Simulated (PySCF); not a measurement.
Isomers of [C5H11FN]+. Method: PySCF 2.14.0, density-fitted response routines, TDDFT PBE0/def2-SVPD, vertical, gas phase, core orbitals frozen in the response. Geometries: GFN2-xTB; one conformer of each isolated species. Triplets are in the Tamm–Dancoff approximation. Ions are computed without counter-ions or solvent.

A. `C[C@@H]1C[C@H](CF)[NH2+]1`
B. `C(CC[NH2+]C)(=C)F`
C. `C[C@@H]1[NH2+]C[C@@H]1CF`

Lowest singlet levels (six at most, fewer where fewer were computed) with oscillator strengths:

1. 6.38 eV (f 0.040); 7.44 eV (f 0.099); 7.63 eV (f 0.046); 7.81 eV (f 0.144); 7.97 eV (f 0.161); 8.39 eV (f 0.004); T1 4.48 eV
2. 8.36 eV (f 0.006); 8.65 eV (f 0.003); 9.07 eV (f 0.005); 9.38 eV (f 0.022); 9.40 eV (f 0.008); 9.44 eV (f 0.003); T1 8.22 eV
3. 8.54 eV (f 0.005); 9.04 eV (f 0.003); 9.20 eV (f 0.018); 9.29 eV (f 0.008); 9.46 eV (f 0.002); 9.55 eV (f 0.006); T1 8.38 eV

Task: Match each spectrum to its molecule.

Result: 1 = B, 2 = C, 3 = A.
- A: S1 at 8.54 eV, HOMO→LUMO (97%); Löwdin shares by element: HOMO carbon 57% or more (atoms not listed hold the other 43%); LUMO hydrogen 27% or more, carbon 18% or more, nitrogen 14% (atoms not listed hold the other 42%); HOMO -14.05 and LUMO -4.27 eV.
- B: S1 at 6.38 eV, HOMO→LUMO (95%); Löwdin shares by element: HOMO carbon 77% or more, fluorine 12%; LUMO hydrogen 20% or more, carbon 20% or more, nitrogen 13% (atoms not listed hold the other 47%); HOMO -11.56 and LUMO -4.33 eV.
- C: S1 at 8.36 eV, HOMO→LUMO (97%); Löwdin shares by element: HOMO carbon 40% or more, fluorine 21% (atoms not listed hold the other 40%); LUMO hydrogen 35% or more, nitrogen 14%, carbon 10% or more (atoms not listed hold the other 41%); HOMO -13.73 and LUMO -4.23 eV.
